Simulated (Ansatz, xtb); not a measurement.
**Relative energy of two structures of FGeH3OSi2**

Structure a is a singlet given by its coordinates and structure b is a singlet given by its coordinates. Both are isolated molecules in the gas phase, relaxed with r2SCAN-D4/def2-SVP.

a (Å):

```xyz
8

F     3.8159    2.0278   -1.9330
Ge    3.4613    0.0406    0.8231
O     2.1100    2.6581    0.0538
Si    2.0347    1.7355    1.4490
Si    2.6320    1.4039   -1.0136
H     2.6019   -1.2445    1.0045
H     1.3414    2.5284    2.5156
H     1.5224    1.0811   -1.9489
```

Close contacts (Å): F1–Si5 1.62, Ge2–Si4 2.30, Ge2–Si5 2.43, O3–Si4 1.67, O3–Si5 1.73, Ge2–H6 1.56, Si4–H7 1.50, Si5–H8 1.49.

b (Å):

```xyz
8

F    -0.8428    2.9186    1.7376
Ge   -0.4632   -0.5907    1.2792
O    -0.0581    1.7778   -0.5931
Si    0.1317    1.7686    1.1275
Si   -1.0237    0.4168   -0.7142
H     1.5174    2.2088    1.4381
H    -1.4909    0.2779   -2.1338
H    -1.8153   -0.7507    2.0305
```

Close contacts (Å): F1–Si4 1.63, Ge2–Si4 2.44, Ge2–Si5 2.30, O3–Si4 1.73, O3–Si5 1.67, Ge2–H8 1.56, Si4–H6 1.49, Si5–H7 1.50.

Energies in hartree; the thermal terms are from r2SCAN-D4/def2-SVP harmonic frequencies (ideal gas, rigid rotor, one conformer each, 298.15 K, 1 atm) and include the zero-point energy:

|  | a | b |
| --- | --- | --- |
| E, CCSD(T)/def2-SVP | −2829.583627 | −2829.582722 |
| E, MP2/def2-SVP | −2829.533606 | −2829.532574 |
| E, MP2/def2-TZVPP | −2830.429974 | −2830.428440 |
| zero-point energy | 0.032579 | 0.032552 |
| H(298 K) − E | 0.040503 | 0.040531 |
| G(298 K) − E | 0.000578 | 0.000422 |

**Question.** Correct the CCSD(T) difference for the basis set by the MP2 change, then work out ΔE, ΔE₀, ΔH and ΔG for a → b in kJ/mol (1 Eh = 2625.50 kJ/mol) and the equilibrium ratio [b]/[a].

**Answer.** 1. Differences b − a: CCSD(T) +0.000905, MP2 in the small set +0.001032, MP2 in the large set +0.001534 Eh.
2. ΔE = +0.000905 + (+0.001534 − (+0.001032)) = +0.001407 Eh = +3.69 kJ/mol.
3. ΔE₀ = ΔE + ΔZPE = +0.001407 + (−0.000027) Eh = +3.62 kJ/mol.
4. ΔH = ΔE + (+0.000028) Eh = +3.77 kJ/mol.
5. ΔG = ΔE + (−0.000156) Eh = +3.28 kJ/mol, so ΔS = (ΔH − ΔG)/T = +1.6 J/(mol K).
6. kT = 0.9442 mEh, so K = [b]/[a] = exp(−ΔG/kT) = exp(−1.32) ≈ 0.27.

The two are too close for this level to say which is favoured. An error of 4 kJ/mol in ΔG would change K by a factor of 5. Mirror images and further conformers aren't counted.

Other levels gave ΔE = +3.9 (r2SCAN-D4/def2-SVP); +0.3 (HF/def2-SVP); +2.7 (MP2/def2-SVP); +2.4 (CCSD(T)/def2-SVP) kJ/mol. The correlated steps freeze 21 core orbitals; the filled d shell of Ge is correlated, in a basis made for valence electrons. Programs: Ansatz 0.2.0.
